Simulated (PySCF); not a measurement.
Job file and geometry (Å, from GFN2-xTB) of an NMR shielding run on SMILES CC#[C][AlH2-][O+](C)CF, C5H10AlFO, GIAO PBE0/pcSseg-1 NMR shielding, non-relativistic, gas phase (PySCF); density fitting, a coarse starting grid and PySCF grid level 2 are the driver's defaults:

```
$ OMP_NUM_THREADS=1 python probes_run.py task.json out

{"job": {"kind": "nmr", "xc": "PBE0", "basis": "pcSseg-1"}, "charge": 0, "multiplicity": 1}
C      3.771875     0.855542    -0.055068
C      2.518245     0.138566    -0.187596
C      1.454881    -0.440645    -0.302015
Al    -0.122798    -1.597108    -0.441075
O     -1.448332    -0.209183    -0.391015
C     -2.787920    -0.662435    -0.494762
C     -1.288793     1.149811    -0.280704
F     -1.824982     1.592242     0.895375
H      4.030534     1.338389    -0.998307
H      3.691407     1.617849     0.721069
H      4.569189     0.162567     0.214978
H     -0.637054    -2.430021     0.787345
H     -0.574495    -2.172818    -1.836596
H     -2.725242    -1.749359    -0.564439
H     -3.260686    -0.258501    -1.393787
H     -3.358883    -0.380056     0.391969
H     -1.804307     1.700695    -1.082369
H     -0.211398     1.350781    -0.259420
```

Question: What does the program print?

Answer: 
```
coarse grid: 15432 points
cycle   1  E = -613.2409666971  dE =  8.233e-01  |g| = 6.970e-01  |ddm| = 3.829e+00
cycle   2  E = -613.1860555554  dE =  5.491e-02  |g| = 8.993e-01  |ddm| = 1.315e+00
cycle   3  E = -613.3347824157  dE = -1.487e-01  |g| = 1.556e-01  |ddm| = 7.176e-01
cycle   4  E = -613.3390863104  dE = -4.304e-03  |g| = 8.414e-02  |ddm| = 1.683e-01
cycle   5  E = -613.3407709530  dE = -1.685e-03  |g| = 1.811e-02  |ddm| = 6.434e-02
cycle   6  E = -613.3408386205  dE = -6.767e-05  |g| = 3.382e-03  |ddm| = 2.064e-02
cycle   7  E = -613.3408415344  dE = -2.914e-06  |g| = 6.648e-04  |ddm| = 4.324e-03
final grid: 144464 points
cycle   8  E = -613.4051731079  dE = -3.909e-05  |g| = 1.035e-02  |ddm| = 3.321e-02
cycle   9  E = -613.4051611973  dE =  1.191e-05  |g| = 1.339e-02  |ddm| = 1.447e-02
cycle  10  E = -613.4051934554  dE = -3.226e-05  |g| = 1.907e-03  |ddm| = 7.861e-03
cycle  11  E = -613.4051942651  dE = -8.098e-07  |g| = 5.588e-04  |ddm| = 1.766e-03
cycle  12  E = -613.4051943319  dE = -6.680e-08  |g| = 1.768e-04  |ddm| = 4.824e-04
cycle  13  E = -613.4051943390  dE = -7.029e-09  |g| = 4.353e-05  |ddm| = 1.379e-04
cycle  14  E = -613.4051943393  dE = -3.033e-10  |g| = 1.470e-05  |ddm| = 3.680e-05
converged SCF energy = -613.4051943393

GIAO shielding tensors (ppm)
atom      isotropic    diamagn.    paramagn.     s11        s22        s33       span
  0 C      180.349     251.356     -71.008    171.810    172.154    197.082     25.273
  1 C       70.364     273.734    -203.370    -30.632    -26.980    268.705    299.337
  2 C       90.947     257.348    -166.402      0.688      5.198    266.954    266.266
  3 Al     427.286     798.635    -371.349    405.469    435.625    440.764     35.295
  4 O      284.168     404.392    -120.223    233.389    296.345    322.772     89.382
  5 C      129.250     242.603    -113.353     94.407    111.003    182.341     87.933
  6 C       81.744     243.619    -161.875     60.156     79.233    105.843     45.686
  7 F      357.562     473.175    -115.613    249.808    367.852    455.027    205.219
  8 H       29.671      28.000       1.671     24.658     28.060     36.296     11.638
  9 H       29.651      30.437      -0.786     24.583     28.349     36.021     11.438
 10 H       29.598      25.834       3.764     24.623     27.775     36.395     11.772
 11 H       27.489      31.822      -4.333     24.304     26.264     31.898      7.593
 12 H       27.585      31.523      -3.938     24.208     26.467     32.079      7.871
 13 H       27.196      28.649      -1.454     22.516     26.350     32.721     10.205
 14 H       28.336      27.555       0.782     24.648     25.454     34.907     10.259
 15 H       27.559      27.923      -0.363     23.157     25.898     33.623     10.466
 16 H       26.388      29.798      -3.410     22.487     26.386     30.290      7.802
 17 H       24.449      31.503      -7.054     18.887     24.545     29.915     11.028
```

Size and cost of the density-fitted run: 193 basis functions, 32 s wall time on 1 thread of an Arm Neoverse V2, shared host; peak memory 0.85 GiB.
